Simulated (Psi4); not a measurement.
HI, charge +1, doublet, at a GFN2-xTB geometry (a state made from the parent by changing its charge; the spin is typed, not shown lowest) (core potentials on I); REVPBE/def2-SVPD in Psi4.

The Psi4 input:
```
memory 2 GB

molecule mol {
1 2
  I    -0.000000   -0.000000   -0.030036
  H     0.000000    0.000000    1.591930
}

set basis def2-svpd
set reference uks
set scf_type pk
set puream true
set d_convergence 1e-8
set dft_radial_points 99
set dft_spherical_points 590

energy('revpbe')
print_variables()
```

### Question
Predict the main parts of the log of this Psi4 run.

### Answer

```
   => Loading Basis Set <=

    Name: DEF2-SVPD
    Role: ORBITAL
    Keyword: BASIS

    !!!  WARNING: ECP capability is in beta. Please check occupations closely.  !!!

         ---------------------------------------------------------
                                   SCF
               by Justin Turney, Rob Parrish, Andy Simmonett
                          and Daniel G. A. Smith
                              UKS Reference
         ---------------------------------------------------------

  ==> Geometry <==

    Molecular point group: c2v
    Full point group: C_inf_v

    Geometry (in Angstrom), charge = 1, multiplicity = 2:

       Center              X                  Y                   Z               Mass
    ------------   -----------------  -----------------  -----------------  -----------------
         I            0.000000000000     0.000000000000    -0.012779521402   126.904471900000
         H            0.000000000000     0.000000000000     1.609186478598     1.007825032230

  Running in c2v symmetry.

  Rotational constants: A = ************  B =      6.40860  C =      6.40860 [cm^-1]
  Rotational constants: A = ************  B = 192125.02514  C = 192125.02514 [MHz]
  Nuclear repulsion =    8.156416513508916

  Charge       = 1
  Multiplicity = 2
  Electrons    = 25
  Nalpha       = 13
  Nbeta        = 12

  ==> Algorithm <==

  SCF Algorithm Type is PK.
  DIIS enabled.
  MOM disabled.
  Fractional occupation disabled.
  Guess Type is SAD.
  Energy threshold   = 1.00e-06
  Density threshold  = 1.00e-08
  Integral threshold = 1.00e-12

  ==> Primary Basis <==

  Basis Set: DEF2-SVPD
    Blend: DEF2-SVPD
    Number of shells: 17
    Number of basis functions: 43
    Number of Cartesian functions: 46
    Spherical Harmonics?: true
    Max angular momentum: 2

  Core potential: DEF2-SVPD
    Number of shells: 4
    Number of ECP primitives: 29
    Number of ECP core electrons: 28
    Max angular momentum: 3

  ==> DFT Potential <==

   => LibXC <=

    Version 7.1.2
    S. Lehtola, C. Steigemann, M. J. T. Oliveira, and M. A. L. Marques,  SoftwareX 7, 1–5 (2018) (10.1016/j.softx.2017.11.002)

   => Composite Functional: REVPBE <=

    revPBE GGA Exchange-Correlation Functional

    Y. Zhang and W. Yang, Phys. Rev. Lett. 80, 890, 1998

    Deriv               =              1
    GGA                 =           TRUE
    Meta                =          FALSE

    Exchange Hybrid     =          FALSE
    MP2 Hybrid          =          FALSE

   => Exchange Functionals <=

    1.0000   XC_GGA_X_PBE_R

   => Correlation Functionals <=

    1.0000     XC_GGA_C_PBE

   => LibXC Density Thresholds  <==

    XC_GGA_C_PBE:  1.00E-12
    XC_GGA_X_PBE_R:  1.00E-15

   => Molecular Quadrature <=

    Radial Scheme          =       TREUTLER
    Pruning Scheme         =           NONE
    Nuclear Scheme         =       TREUTLER

    Blocking Scheme        =         OCTREE
    BS radius alpha        =              1
    Pruning alpha          =              1
    Radial Points          =             99
    Spherical Points       =            590
    Total Points           =         112454
    Total Blocks           =            921
    Max Points             =            255
    Max Functions          =             43
    Weights Tolerance      =       1.00E-15

  ==> Integral Setup <==

  Using in-core PK algorithm.
   Calculation information:
      Number of atoms:                   2
      Number of AO shells:              17
      Number of primitives:             32
      Number of atomic orbitals:        46
      Number of basis functions:        43

      Integral cutoff                 1.00e-12
      Number of threads:                 1

  Performing in-core PK
  Using 895862 doubles for integral storage.
  We computed 11781 shell quartets total.
  Whereas there are 11781 unique shell quartets.

  ==> DiskJK: Disk-Based J/K Matrices <==

    J tasked:                  Yes
    K tasked:                   No
    wK tasked:                  No
    Schwarz Cutoff:          1E-12

  Minimum eigenvalue in the overlap matrix is 3.7440666775E-03.
  Reciprocal condition number of the overlap matrix is 9.1662552149E-04.
    Using symmetric orthogonalization.

  ==> Pre-Iterations <==

  SCF Guess: Superposition of Atomic Densities via on-the-fly atomic UHF (no occupation information).

   -------------------------
    Irrep   Nso     Nmo
   -------------------------
     A1        20      20
     A2         3       3
     B1        10      10
     B2        10      10
   -------------------------
    Total      43      43
   -------------------------

  ==> Iterations <==

                        Total Energy        Delta E     RMS |[F,P]|

   @UKS iter SAD:  -296.20170957663527   -2.96202e+02   0.00000e+00
    Occupation by irrep:
             A1    A2    B1    B2
    DOCC [     6,    1,    2,    3 ]
    SOCC [     0,    0,    1,    0 ]
    NA   [     6,    1,    3,    3 ]
    NB   [     6,    1,    2,    3 ]

   @UKS iter   1:  -297.75102477263346   -1.54932e+00   2.49257e-02 ADIIS/DIIS
    Occupation by irrep:
             A1    A2    B1    B2
    DOCC [     6,    1,    3,    2 ]
    SOCC [     0,    0,    0,    1 ]
    NA   [     6,    1,    3,    3 ]
    NB   [     6,    1,    3,    2 ]

   @UKS iter   2:  -297.76296172266120   -1.19370e-02   2.43319e-02 ADIIS/DIIS
   @UKS iter   3:  -297.94733620052580   -1.84374e-01   3.63349e-03 ADIIS/DIIS
   @UKS iter   4:  -297.95245112302661   -5.11492e-03   2.10382e-03 ADIIS/DIIS
   @UKS iter   5:  -297.95479022924832   -2.33911e-03   1.55204e-04 ADIIS/DIIS
   @UKS iter   6:  -297.95480168742279   -1.14582e-05   1.91502e-05 DIIS
   @UKS iter   7:  -297.95480189367441   -2.06252e-07   4.02723e-06 DIIS
   @UKS iter   8:  -297.95480190496693   -1.12925e-08   7.33856e-07 DIIS
   @UKS iter   9:  -297.95480190582242   -8.55493e-10   8.87090e-08 DIIS
   @UKS iter  10:  -297.95480190582975   -7.33280e-12   6.16408e-09 DIIS
  Energy and wave function converged.

  ==> Post-Iterations <==

   Electrons on quadrature grid:
      Nalpha   =   12.9999999962 ; deviation = -3.781e-09
      Nbeta    =   11.9999999923 ; deviation = -7.739e-09
      Ntotal   =   24.9999999885 ; deviation = -1.152e-08

   @Spin Contamination Metric:   2.038747199E-03
   @S^2 Expected:                7.500000000E-01
   @S^2 Observed:                7.520387472E-01
   @S   Expected:                5.000000000E-01
   @S   Observed:                5.000000000E-01

    Orbital Energies [Eh]
    ---------------------

    Alpha Occupied:

[...]
       3B1    -0.540542

    Alpha Virtual:

[...]
    Beta Occupied:

[...]
    Beta Virtual:

[...]
      20A1    55.776454

    Final Occupation by Irrep:
             A1    A2    B1    B2
    DOCC [     6,    1,    3,    2 ]
    SOCC [     0,    0,    0,    1 ]
    NA   [     6,    1,    3,    3 ]
    NB   [     6,    1,    3,    2 ]

  @UKS Final Energy:  -297.95480190582975

   => Energetics <=

    Nuclear Repulsion Energy =              8.1564165135089155
    One-Electron Energy =                -526.0494637566066558
    Two-Electron Energy =                 242.2742165642901853
    DFT Exchange-Correlation Energy =     -22.3359712270222204
    Empirical Dispersion Energy =           0.0000000000000000
    VV10 Nonlocal Energy =                  0.0000000000000000
    Total Energy =                       -297.9548019058297541

  UHF NO Occupations:
  HONO-2 :    5 A1 1.9996820
  HONO-1 :    6 A1 1.9993457
  HONO-0 :    3 B2 1.0000000
  LUNO+0 :    7 A1 0.0006543
  LUNO+1 :    8 A1 0.0003180
  LUNO+2 :    4 B1 0.0000303
  LUNO+3 :    4 B2 0.0000082

Computation Completed

Properties will be evaluated at   0.000000,   0.000000,   0.000000 [a0]

Properties computed using the SCF density matrix

 Multipole Moments:

 ------------------------------------------------------------------------------------
     Multipole            Electronic (a.u.)      Nuclear  (a.u.)        Total (a.u.)
 ------------------------------------------------------------------------------------

 L = 1.  Multiply by 2.5417464519 to convert [e a0] to [Debye]
 Dipole X            :          0.0000000            0.0000000            0.0000000
 Dipole Y            :          0.0000000            0.0000000            0.0000000
 Dipole Z            :         -2.0267567            2.4371768            0.4104202
 Magnitude           :                                                    0.4104202

 ------------------------------------------------------------------------------------

  Variable Map:
  ----------------------------------------------------------------------------
[...]
  Array Variable Map:
  ----------------------------------------------------------------------------
[...]
[...]
```
